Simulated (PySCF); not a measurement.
State search for SbTe

Unrestricted PBE0; Sb def2-TZVPPD with ECP28, Te def2-TZVPPD with ECP28; scalar-relativistic core potentials (PySCF 2.14). Outer shells of the fragments: Sb 4d10 5s2 5p3; Te 4d10 5s2 5p4.

Followed along the bond (rough minima from three points):

```json
{"2Ms+1": "2", "unpaired": "π ↑", "⟨S²⟩ at the start": "0.97", "R at minimum (Å)": "2.54", "Te (eV)": "0.00"}
{"2Ms+1": "4", "unpaired": "π ↑↑↑", "⟨S²⟩ at the start": "3.76", "R at minimum (Å)": "2.77", "Te (eV)": "0.98"}
{"2Ms+1": "2", "unpaired": "π ↑↑↓", "⟨S²⟩ at the start": "1.76", "R at minimum (Å)": "2.77", "Te (eV)": "1.30"}
{"2Ms+1": "6", "unpaired": "σ ↑, π ↑↑↑↑", "⟨S²⟩ at the start": "8.75", "R at minimum (Å)": "none in the scan", "Te (eV)": "≤ 3.65"}
```

Solutions found at the starting distance of 2.685 Å, counted from the lowest of them; the search is not exhaustive and high or unbound solutions are not listed, so other states can lie among these:

```
2Ms+1   unpaired   term  E (eV)  ⟨S²⟩  ⟨Lz²⟩  μ (D)
    2        π ↑     ²Π    0.00  0.97   1.01  -1.45
    4      π ↑↑↑     ⁴Π    0.86  3.76   1.01  -0.27
    2      π ↑↑↓  mixed    1.17  1.76   3.03  -0.25
    4  σ ↑, π ↑↑    ⁴Σ⁻    1.98  3.76   0.00  -1.39
    2        π ↑  mixed    2.26  0.75   3.02  -0.21
    2  σ ↓, π ↑↑  mixed    2.34  1.77   0.00  -1.36
    2        σ ↑  mixed    2.63  1.28   0.00  -0.80
    4  σ ↑, π ↑↑  mixed    3.46  3.76   2.01  -0.29
    2  σ ↓, π ↑↑  mixed    3.81  1.77   2.01  -0.26
    4  σ ↑, π ↑↑  mixed    3.88  3.76   2.01  -0.69
```

A term symbol is given only where ⟨S²⟩ and ⟨Lz²⟩ are close to those of a pure state; real π, δ and φ orbitals otherwise mix terms. A positive dipole means Sb(−)Te(+).

Task: Compare the gap between the two lowest followed solutions at the starting distance with the gap between their minima.

Result: At PBE0 the second solution (quartet, unpaired electrons π ↑↑↑) lies +0.86 eV from the first (doublet, unpaired electrons π ↑) at 2.685 Å and +0.98 eV at the minima; the two curves relax by different amounts, since their minima lie near 2.77 and 2.54 Å.

Spin–orbit coupling is left out. Counting both spins, an empty level lies below a filled one in some of these solutions, because spin and occupation are held.
